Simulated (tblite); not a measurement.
Species: C7H7 (doublet state).
Structure used (GFN2-xTB), in Å, numbered top down from 1:
```
atom  x, y, z in Å
C1     1.7788   -2.2348    2.1642
C2     0.9390   -1.9924    1.3129
C3    -0.2089   -1.4525    0.7177
C4    -0.2452   -0.2684    0.0493
C5    -1.4932    0.1504   -0.6614
C6     0.9179    0.5842    0.0053
C7     0.9955    1.7533   -0.6331
H8    -1.1043   -2.0574    0.8044
H9    -2.2819   -0.5873   -0.5365
H10   -1.8443    1.1045   -0.2689
H11   -1.2989    0.2773   -1.7260
H12    1.7744    0.2159    0.5552
H13    0.1715    2.1687   -1.1879
H14    1.8988    2.3379   -0.6173
```

Calculated harmonic vibrations of the isolated species, GFN2-xTB (tblite), most abundant isotopes, no scaling. Errors from tens to a few hundred cm⁻¹ against measured bands are possible. One conformer, not necessarily the lowest. Open shells enter through the occupations alone, without spin polarisation, and single modes of such species can be off by tens of per cent.

Harmonic wavenumbers (cm⁻¹): 106.1, 126.8, 144.5, 171.8, 262.8, 328.2, 361.3, 402.9, 453.3, 570.6, 661.6, 810.8, 820.7, 886.0, 981.0, 996.9, 1015.8, 1038.8, 1091.7, 1202.6, 1283.2, 1329.8, 1393.9, 1408.7, 1465.3, 1470.9, 1508.4, 1626.6, 1965.2, 3002.3, 3015.1, 3027.6, 3045.4, 3067.3, 3112.3, 3138.2.

A = 4796, B = 1891, C = 1372 MHz; mass 91.055 u (most abundant isotopes); point group C1, symmetry number 1; spin multiplicity 2.

**Question.** What is the zero-point energy?

**Answer.** ½Σν̃ = 23647 cm⁻¹ = 67.61 kcal/mol.

**Question.** Give the ideal-gas entropy at 350 K and 1 bar in the rigid-rotor, harmonic-oscillator model (classical rotation).

**Answer.** Translation 40.26, rotation 28.13, vibration 23.05, spin (R ln 2) 1.38: S = 92.8 cal/(mol K).

**Question.** And Cp and H(350 K) − H(0)?

**Answer.** Cp = 33.41 cal/(mol K), of which vibrations give 25.46 (their classical limit is 36 R = 71.5); H(350 K) − H(0) = 7.27 kcal/mol without the zero-point energy, 4.49 from vibrations.

**Question.** Which modes carry the vibrational entropy at 350 K?

**Answer.** 106.1 cm⁻¹: 3.65; 126.8 cm⁻¹: 3.30; 144.5 cm⁻¹: 3.05; 171.8 cm⁻¹: 2.72; 262.8 cm⁻¹: 1.93; 328.2 cm⁻¹: 1.54 cal/(mol K); the other 30 give 6.86 together.

**Question.** How do the functions run with temperature in this model?

**Answer.** 
```csv
T (K),S (cal/(mol K)),Cp (cal/(mol K)),H − H(0) (kcal/mol),G − H(0) (kcal/mol),ln q(vib)
50,55.2,10.6,0.43,-2.33,0.10
100,64.1,15.5,1.09,-5.32,0.69
298.15,87.7,29.9,5.63,-20.54,4.19
373.15,95.0,34.9,8.06,-27.39,5.58
500,106.3,42.5,12.98,-40.17,7.90
750,125.7,53.1,25.03,-69.25,12.31
1000,142.0,60.2,39.25,-102.77,16.41
```

q(vib) and H(0) count from the zero-point level.

Hindered rotation and anharmonicity are outside this model. Other conformers, if any are populated, would add a mixing term that is left out.
